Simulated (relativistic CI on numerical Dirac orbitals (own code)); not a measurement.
Values are calculated unless marked as measured or tabulated.
## Quantum defects of the np series of Sc²⁺

Problem. The np 2P° levels with J = 1/2 of Sc²⁺ lie at 5p: 128107.1, 6p: 155489.8 cm⁻¹ (Sugar and Corliss, J. Phys. Chem. Ref. Data 9, 473 (1980)), and the ionisation limit at 199677.4 cm⁻¹ (NIST ASD). Find the quantum defects and predict 7p.

Working.
1. The outer electron sees the charge z = 3; R = 109735.98 cm⁻¹ for this mass. The binding energy T = limit − E defines n* = z√(R/T).
2. Values: 5p: T = 71570.3, n* = 3.7147, δ = n − n* = 1.2853; 6p: T = 44187.6, n* = 4.7277, δ = n − n* = 1.2723.
3. With δ held at 1.2723: E(7p) = limit − Rz²/(7 − δ)² = 169572.4 cm⁻¹.
4. The Ritz form δ = δ₀ + a/n*² through the last two members has a = 0.4654 and δ₀ = 1.2515, so with n* ≈ 7 − 1.2723, δ(7) = 1.2657 and E = 169642.1 cm⁻¹.

Check. The measured level is 169638.0 cm⁻¹ (δ = 1.2661), so the two predictions miss by -65.6 and 4.1 cm⁻¹. The defect is large because this electron penetrates the core.
